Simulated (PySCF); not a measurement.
A structure optimised at PBE0-D3(BJ)/def2-SVP, used in a PySCF frequency run:

```
C
H 1 1.1038
H 1 1.1044 2 106.97
Si 1 1.8484 2 108.76 3 115.72
F 4 1.6202 1 108.86 2 -167.56
H 4 1.4827 5 107.41 1 -124.80
Si 1 1.8923 2 108.53 3 -117.44
H 7 1.4911 1 110.13 2 -49.44
H 7 1.4925 8 109.40 1 121.17
H 7 1.4942 8 108.92 9 119.00
Cl 4 2.0594 6 108.23 5 115.58
```
Charge 0, spin multiplicity 1.

**Question.** Write its SMILES and formula.

**Answer.** F[Si@H](Cl)C[SiH3], CH6ClFSi2

**Question.** What are its rotational constants (standard atomic weights)?

**Answer.** 2.9585, 1.6051, 1.2562 GHz
